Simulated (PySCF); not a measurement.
## Calculated data, BGeH4

Computed with PySCF 2.14.0. Calculation on a computer-drawn molecule: vertical ionisation energy to the stated ion spin, frozen-core CCSD(T) at the basis limit and cheaper methods, single-reference cases, UHF for radicals, no spin-orbit; all values are single points at the evaluated structure, the first of each entry, which is the reference or a displaced copy of it and isn't optimised; the reference structure only sets the zero of the energies above reference; triples share is (T) over the correlation energy; on germanium a core potential holds 10 electrons, which the energies leave out, and 3d is frozen in MP2 and coupled-cluster steps.

Common to all runs: charge 0; multiplicity 2; ion multiplicity 1; diffuse functions no; basis cc-pVnZ; basis and core potential on germanium cc-pVnZ-PP ECP10MDF; reference is the Hartree-Fock double-zeta minimum; best is HF at quadruple zeta + MP2 correlation extrapolated from triple and quadruple zeta + CCSD(T) minus MP2 at triple zeta; basis step is the size of the change from the same recipe one zeta lower.

(1) BGeH4

Evaluated structure:
```xyz
6
BGeH4
B      1.2417    -1.4711    -0.8946
Ge     1.9090    -1.6027     0.9015
H      0.6012    -0.3821    -1.2076
H      1.4859    -2.3066    -1.6705
H      1.6170    -0.4567     1.9687
H      2.6485    -2.7350     1.4199
```

Reference structure:
```xyz
6
BGeH4
B      1.2463    -1.4181    -0.8460
Ge     1.8957    -1.5748     1.0367
H      0.6415    -0.4419    -1.1808
H      1.4668    -2.3031    -1.6199
H      1.6841    -0.5148     2.1131
H      2.6808    -2.7639     1.5813
```

It finds ionisation energy best 8.414 eV; ionisation energy basis step 0.0257 eV; energy above reference best 6.344 kcal/mol; energy above reference basis step 0.1725 kcal/mol; total energy HF triple zeta -320.3439 hartree; total energy CCSD(T) triple zeta -320.5990 hartree; total energy best -320.6263 hartree; T1 diagnostic at triple zeta 0.01593; D1 diagnostic at triple zeta 0.05634; spin squared at triple zeta 0.7611; ion T1 diagnostic at triple zeta 0.0085; ion D1 diagnostic at triple zeta 0.01613; triples share at triple zeta 0.03155; basis functions triple zeta 125; dipole magnitude HF at triple zeta 0.9192 debye; dipole magnitude CCSD unrelaxed at triple zeta 1.174 debye; dipole magnitude PBE at triple zeta 1.308 debye; dipole magnitude r2SCAN at triple zeta 1.205 debye; dipole magnitude B3LYP at triple zeta 1.204 debye; dipole magnitude wB97X at triple zeta 1.271 debye.

Drawn bonds:
```tsv
atom	other atom	order
1	2	1
1	3	1
1	4	1
2	5	1
2	6	1
```

Triple zeta:
```tsv
method	ionisation energy (eV)	energy above reference (kcal/mol)
HF	7.685	7.029
PBE	8.624	5.88
r2SCAN	8.738	5.701
B3LYP	8.544	6.215
wB97X	8.317	5.691
MP2	8.302	6.429
CCSD	8.298	6.507
CCSD(T)	8.366	6.503
```

(2) BGeH4

Evaluated structure:
```xyz
6
BGeH4
B      1.2469    -1.4089    -0.8594
Ge     1.8964    -1.5791     1.0288
H      0.6415    -0.4457    -1.1880
H      1.4649    -2.2962    -1.6146
H      1.6871    -0.4938     2.1109
H      2.6776    -2.7723     1.5770
```

Reference structure:
```xyz
6
BGeH4
B      1.2463    -1.4181    -0.8460
Ge     1.8957    -1.5748     1.0367
H      0.6415    -0.4419    -1.1808
H      1.4668    -2.3031    -1.6199
H      1.6841    -0.5148     2.1131
H      2.6808    -2.7639     1.5813
```

The calculation gives: ionisation energy best 8.225 eV; ionisation energy basis step 0.02604 eV; energy above reference best 0.04704 kcal/mol; energy above reference basis step 0.01413 kcal/mol; total energy HF triple zeta -320.3549 hartree; total energy CCSD(T) triple zeta -320.6093 hartree; total energy best -320.6363 hartree; T1 diagnostic at triple zeta 0.01769; D1 diagnostic at triple zeta 0.06638; spin squared at triple zeta 0.762; ion T1 diagnostic at triple zeta 0.008404; ion D1 diagnostic at triple zeta 0.01642; triples share at triple zeta 0.03169; basis functions triple zeta 125; dipole magnitude HF at triple zeta 0.4136 debye; dipole magnitude CCSD unrelaxed at triple zeta 0.8218 debye; dipole magnitude PBE at triple zeta 1.046 debye; dipole magnitude r2SCAN at triple zeta 0.8938 debye; dipole magnitude B3LYP at triple zeta 0.8906 debye; dipole magnitude wB97X at triple zeta 0.9086 debye.

Drawn bonds:
```tsv
atom	other atom	order
1	2	1
1	3	1
1	4	1
2	5	1
2	6	1
```

Triple zeta:
```tsv
method	ionisation energy (eV)	energy above reference (kcal/mol)
HF	7.49	0.1048
PBE	8.432	0.05723
r2SCAN	8.54	0.1675
B3LYP	8.349	0.02968
wB97X	8.11	0.201
MP2	8.102	0.1062
CCSD	8.107	0.05766
CCSD(T)	8.177	0.04643
```
